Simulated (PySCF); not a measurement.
NbOBr, SMILES [Br][Nb]=[O] (connectivity only; charge and spin as stated), neutral, multiplicity 3.

The structure is a stationary point at B3LYP-D3(BJ)/def2-TZVP. The multiplicity is an assumed one; other spin states were not compared. The def2 effective core potentials stand for the cores of Nb; spin–orbit coupling is left out.

Calculation: TDA-LC-ωPBE/def2-SVPD (PySCF).

Vertical excitations. Isolated molecule, no solvent.

| state | energy (eV) | λ (nm) | f | main pairs |
|---|---|---|---|---|
| root 1 | 0.62 | 2002 | 0.002 | α HOMO−1→LUMO 84 % |
| root 2 | 0.80 | 1553 | 0.003 | α HOMO→LUMO 87 % |
| root 3 | 1.78 | 695 | 0.013 | α HOMO→LUMO+1 77 %, α HOMO→LUMO+4 20 % |
| root 4 | 1.81 | 684 | 0.005 | α HOMO−1→LUMO+1 74 %, α HOMO−1→LUMO+4 17 % |
| root 5 | 2.72 | 456 | 0.000 | α HOMO−1→LUMO+2 67 %, α HOMO−1→LUMO+3 16 % |
| root 6 | 2.76 | 450 | 0.010 | α HOMO→LUMO+2 71 %, α HOMO→LUMO+3 15 % |
| root 7 | 3.88 | 319 | 0.005 | α HOMO−1→LUMO+3 48 %, α HOMO−1→LUMO+7 17 %, α HOMO−1→LUMO+2 15 % |
| root 8 | 3.94 | 315 | 0.030 | α HOMO→LUMO+3 50 %, α HOMO→LUMO+7 16 %, α HOMO→LUMO+2 14 % |
| root 9 | 4.84 | 256 | 0.189 | α HOMO→LUMO+4 65 %, α HOMO→LUMO+1 19 % |
| root 10 | 4.85 | 256 | 0.048 | α HOMO−1→LUMO+4 57 %, α HOMO−1→LUMO+1 17 %, α HOMO−1→LUMO+11 12 % |
Unrestricted roots are not spin-pure.
